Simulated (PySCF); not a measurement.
# Nuclear quadrupole coupling in `CO[Si@H]1[SiH2][Si@H](O[SiH3])[SiH2]1`

CH₁₂O₂Si₅.
SMILES with atom numbers: `[CH3:1][O:2][Si@H:3]1[SiH2:4][Si@H:5]([O:6][SiH3:7])[SiH2:8]1` (hydrogens: H9, H10, H11 on C1; H12 on Si3; H13, H14 on Si4; H15 on Si5; H16, H17, H18 on Si7; H19, H20 on Si8)

Geometry (GFN2-xTB, Å), atoms numbered from 1 in this order:
```
atom  x, y, z in Å
C1    -3.5685   -0.2481    0.0324
O2    -2.7318   -1.3171   -0.2481
Si3   -1.0950   -1.2983   -0.3739
Si4   -0.2390    0.3776   -1.8269
Si5    0.9243    1.3317   -0.0042
O6     2.5421    1.0790   -0.1672
Si7    3.8164    0.1384   -0.4519
Si8    0.0069   -0.2728    1.4664
H9    -4.5923   -0.6198    0.0926
H10   -3.3027    0.2192    0.9858
H11   -3.5097    0.5100   -0.7547
H12   -1.0104   -2.7307   -0.6705
H13   -1.2473    1.2708   -2.4359
H14    0.5274   -0.0601   -3.0056
H15    0.9641    2.7756    0.2801
H16    3.7834   -0.2393   -1.8651
H17    4.9720    0.9617   -0.1134
H18    3.7024   -1.0490    0.3977
H19    0.9224   -1.1095    2.2602
H20   -0.8696    0.2914    2.5150
```

Field gradients from the PBE0/pcSseg-1 density (PySCF, non-relativistic), principal values in atomic units, ordered |Vxx| ≤ |Vyy| ≤ |Vzz|:

```tsv
atom	Vxx	Vyy	Vzz
O2	-0.4791	-1.2088	1.6879
O6	-0.4920	-0.6215	1.1135
```

Find the asymmetry η = (Vxx − Vyy)/Vzz and the couplings χ = eQV/h (234.96 MHz × Q in barn × V in au), with Q(17O) = −0.0256 b.

```
atom         environment  nucleus     η  χzz (MHz)  χxx (MHz)  χyy (MHz)
  O2  silyl ether oxygen      17O  0.43     -10.15       2.88       7.27
  O6     siloxane oxygen      17O  0.12      -6.70       2.96       3.74
```

The tensor is traceless: Vxx + Vyy + Vzz = 0.

What is Vzz at O2 in SI units (1 au = 9.71736 × 10²¹ V/m²)?

1.6879 au = 16.402 × 10²¹ V/m².

Were the hydrogens deuterons (Q(2H) = 0.00286 b), χzz would run from 106 kHz (H15, H18, H20 and H13) to 203 kHz (H9).

Isolated species at its GFN2-xTB geometry (one conformer only). GFN2-xTB bond lengths can be off by several hundredths of an ångström, more for odd bonds, and the gradients follow them. With so small a basis the couplings can be 20 % off.
